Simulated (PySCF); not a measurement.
Fill in the blanks.

C10H16.
SMILES: `C=CC[C@@H]1[C@H]2C[C@@H]1[C@H](C)C2`

```tsv
property	level	value
point group	PBE0-D3(BJ)/def2-SVP	C1
rotational constants A, B, C	PBE0-D3(BJ)/def2-SVP	?
dipole moment	B3LYP/def2-SVPD	0.33 D
HOMO energy	B3LYP/def2-SVPD	-7.10 eV
LUMO energy	B3LYP/def2-SVPD	0.06 eV
lowest singlet excitation	TDDFT B3LYP/def2-SVPD	?
strongest line among the 10 lowest singlet transitions	TDDFT B3LYP/def2-SVPD	S2 at 7.00 eV (177 nm, f = 0.198)
lowest triplet excitation (Tamm–Dancoff)	TDA B3LYP/def2-SVPD	4.42 eV
static isotropic polarisability	B3LYP/def2-SVPD	114.0 au
vertical ionisation energy	ΔSCF B3LYP/def2-SVPD	9.17 eV
electronic spatial extent ⟨r²⟩ about the centre of nuclear charge	B3LYP/def2-SVPD	?
13C chemical shifts (computed TMS as zero) by class	GIAO PBE0/pcSseg-1	146.7 (1 C), 122.8 (1 C), 48.5 (1 C), 46.3 (1 C), 42.4 (1 C), 34.5 (1 C), 34.2 (1 C), 33.9 (1 C), 29.9 (1 C), 19.6 (1 C) ppm
1H chemical shifts (computed TMS as zero) by class	GIAO PBE0/pcSseg-1	?
```

Gas-phase values; electronic properties from PySCF, density fitting. The structure is a single PBE0-D3(BJ)/def2-SVP conformer in the gas phase; no vibrational or solvent corrections. NMR classes are plain means over equivalent atoms (diastereotopic ones count apart unless rotation or inversion swaps them), as if these changed places fast; in this geometry the members of some classes differ.

Give the lowest singlet excitation.

6.79 eV (182 nm, f = 0.026).

The rotational constants A, B, C?

2.102, 0.995, 0.837 GHz.

What are the 1H chemical shifts (computed TMS as zero) by class?

5.87 (1 H), 5.26 (1 H), 5.24 (1 H), 2.06 (1 H), 1.85 (1 H), 1.81 (1 H), 1.76 (1 H), 1.74 (1 H), 1.67 (1 H), 1.50 (1 H), 1.07 (1 H), 1.04 (3 H), 0.96 (1 H), 0.88 (1 H) ppm.

The electronic spatial extent ⟨r²⟩ about the centre of nuclear charge?

1593 bohr².

In wavenumbers S1 is 54800 cm⁻¹ (1 eV = 8065.54 cm⁻¹). No computed singlet falls in the visible range (750 to 380 nm, 1.65 to 3.26 eV); S1 lies 3.53 eV above its blue end. The rotational constants make it an asymmetric top with κ = (2B − A − C)/(A − C) = -0.75, nearer the prolate limit (−1). The principal polarisabilities are 101.0, 114.2 and 126.8 au; their mean is the isotropic value. In atomic units the dipole is 0.13 e·bohr (1 au = 2.5417 D).
